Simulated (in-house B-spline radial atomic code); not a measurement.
Neutral iodine is squeezed into an impenetrable sphere of radius R (the orbitals vanish at R). No spin polarisation. Method: scalar-relativistic (X2C) PBE, spherical fractional occupations, Fermi nucleus of rms radius 4.75 fm. Calculated with a radial B-spline atomic code at the basis-set limit.

Energies in eV above the free atom in [Kr] 4d10 5s2 5p5:

```json
{"R (bohr)": "8.95", "highest level (eV)": "-7.06", "[Kr] 4d10 5s2 5p5": "0.01003", "[Ar] 3d9 4s2 4p6 4d10 4f1 5s2 5p5": "631.4", "[Kr] 4d9 4f1 5s2 5p5": "60.95"}
{"R (bohr)": "6.11", "highest level (eV)": "-6.47", "[Kr] 4d10 5s2 5p5": "0.5818", "[Ar] 3d9 4s2 4p6 4d10 4f1 5s2 5p5": "635.5", "[Kr] 4d9 4f1 5s2 5p5": "65.07"}
{"R (bohr)": "4.65", "highest level (eV)": "-4.03", "[Kr] 4d10 5s2 5p5": "4.929", "[Ar] 3d9 4s2 4p6 4d10 4f1 5s2 5p5": "641.9", "[Kr] 4d9 4f1 5s2 5p5": "71.68"}
{"R (bohr)": "4.3", "highest level (eV)": "-2.56", "[Kr] 4d10 5s2 5p5": "8.393", "[Ar] 3d9 4s2 4p6 4d10 4f1 5s2 5p5": "645.8", "[Kr] 4d9 4f1 5s2 5p5": "75.73"}
{"R (bohr)": "3.58", "highest level (eV)": "3.35", "[Kr] 4d10 5s2 5p5": "26.13", "[Ar] 3d9 4s2 4p6 4d10 4f1 5s2 5p5": "664.3", "[Kr] 4d9 4f1 5s2 5p5": "94.97"}
{"R (bohr)": "3.04", "highest level (eV)": "13.4", "[Kr] 4d10 5s2 5p5": "64.64", "[Ar] 3d9 4s2 4p6 4d10 4f1 5s2 5p5": "703.3", "[Kr] 4d9 4f1 5s2 5p5": "135.4"}
{"R (bohr)": "2.69", "highest level (eV)": "25.9", "[Kr] 4d10 5s2 5p5": "121.1", "[Ar] 3d9 4s2 4p6 4d10 4f1 5s2 5p5": "759.8", "[Kr] 4d9 4f1 5s2 5p5": "193.9"}
{"R (bohr)": "2.18", "highest level (eV)": "66.1", "[Kr] 4d10 5s2 5p5": "333.9", "[Ar] 3d9 4s2 4p6 4d10 4f1 5s2 5p5": "970.6", "[Kr] 4d9 4f1 5s2 5p5": "411.8"}
{"R (bohr)": "1.71", "highest level (eV)": "171", "[Kr] 4d10 5s2 5p5": "1004", "[Ar] 3d9 4s2 4p6 4d10 4f1 5s2 5p5": "1632", "[Kr] 4d9 4f1 5s2 5p5": "1091"}
{"R (bohr)": "1.21", "highest level (eV)": "568", "[Kr] 4d10 5s2 5p5": "4250", "[Ar] 3d9 4s2 4p6 4d10 4f1 5s2 5p5": "4859", "[Kr] 4d9 4f1 5s2 5p5": "4346"}
```

**Question.** Does [Ar] 3d9 4s2 4p6 4d10 4f1 5s2 5p5 fall below [Kr] 4d10 5s2 5p5 under compression?

**Answer.** No, it stays above over the whole range.

**Question.** Does [Kr] 4d9 4f1 5s2 5p5 fall below [Kr] 4d10 5s2 5p5 under compression?

**Answer.** No, it stays above over the whole range.

The highest level is first positive in the row R = 3.58 bohr, pushed up by confinement above the zero of the free ion's potential. Each configuration is held fixed and needn't be the lowest in the sphere.
